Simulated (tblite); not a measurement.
Parent: `[F:1][C:2]([F:3])=[C:4]([F:5])[CH2:6][SiH3:7]` with C2–C4–C6–Si7 108°, C3H5F3Si.

The geometries are computed with GFN2-xTB (gas phase). One conformer each, not checked by frequencies here.

```tsv
coordinate of the parent	value
F1–C2	1.335 Å
C2–F3	1.329 Å
C2=C4	1.327 Å
C4–F5	1.351 Å
C4–C6	1.477 Å
C6–Si7	1.926 Å
F1–C2–F3	110.7°
F1–C2–C4	122.7°
F3–C2–C4	126.6°
C2–C4–F5	118.0°
C2–C4–C6	126.5°
F5–C4–C6	115.5°
C4–C6–Si7	110.9°
```

Q: How does the shared frame change in `[F:1][C:2]([F:3])=[C:4]([F:5])[CH2:6][SiH2:7][CH:8]([F:9])[F:10]` with C2–C4–C6–Si7 111°, C4–C6–Si7–C8 179°, C6–Si7–C8–F9 55°, C4H5F5Si? Atoms pair as F1 = F1, C2 = C2, F3 = F3, C4 = C4, F5 = F5, C6 = C6, Si7 = Si7 (parent first).

A: 
| parent | relative | value in the relative | change |
| --- | --- | --- | --- |
| F1–C2 | F1–C2 | 1.331 Å | -0.004 |
| C2–F3 | C2–F3 | 1.326 Å | -0.003 |
| C2=C4 | C2=C4 | 1.327 Å | 0.000 |
| C4–F5 | C4–F5 | 1.350 Å | -0.001 |
| C4–C6 | C4–C6 | 1.481 Å | +0.004 |
| C6–Si7 | C6–Si7 | 1.919 Å | -0.007 |
| F1–C2–F3 | F1–C2–F3 | 110.9° | +0.2 |
| F1–C2–C4 | F1–C2–C4 | 122.7° | 0.0 |
| F3–C2–C4 | F3–C2–C4 | 126.4° | -0.2 |
| C2–C4–F5 | C2–C4–F5 | 118.3° | +0.3 |
| C2–C4–C6 | C2–C4–C6 | 126.6° | +0.1 |
| F5–C4–C6 | F5–C4–C6 | 115.1° | -0.4 |
| C4–C6–Si7 | C4–C6–Si7 | 110.3° | -0.6 |

Of the parent's bonds, C6–Si7 changes most (-0.007 Å). Bonds of the relative outside the shared frame: Si7–C8 1.940, C8–F9 1.363, C8–F10 1.361 Å. Point group C1 → C1.
